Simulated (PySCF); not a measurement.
Sn(OH)3(SiMe3), SMILES [OH][Sn]([OH])([OH])[Si](C)(C)C, singlet (GFN2-xTB optimised geometry):

```
20

C      0.098    -2.445    -1.964
Si    -0.939    -0.931    -1.456
C     -2.380    -1.344    -0.293
C     -1.410     0.189    -2.920
Sn     0.632     0.503     0.000
O      2.674     0.503     0.000
O      0.177    -0.149     1.870
O      0.252     2.490     0.000
H      0.992    -2.152    -2.509
H      0.414    -3.011    -1.092
H     -0.477    -3.111    -2.602
H     -2.004    -1.719     0.655
H     -2.970    -0.458    -0.078
H     -3.040    -2.094    -0.721
H     -2.159    -0.285    -3.547
H     -0.547     0.413    -3.543
H     -1.815     1.134    -2.568
H      3.040    -0.146     0.597
H      0.321     0.486     2.567
H      1.046     3.011    -0.103
```

Method: B3LYP/def2-SVP, def2 effective core potentials past Kr (PySCF 2.14.0).

### Question
What are the frontier orbital energies and the dipole moment?

### Answer
HOMO-2 -7.45 eV, HOMO-1 -7.28 eV, HOMO -6.97 eV, LUMO -0.81 eV, LUMO+1 0.03 eV; dipole moment 3.20 D.

On the same geometry PBE/def2-SVP, def2 effective core potentials past Kr (PySCF) gives HOMO-2 -5.99 eV, HOMO-1 -5.85 eV, HOMO -5.74 eV, LUMO -1.39 eV, LUMO+1 -0.53 eV; dipole moment 2.99 D.
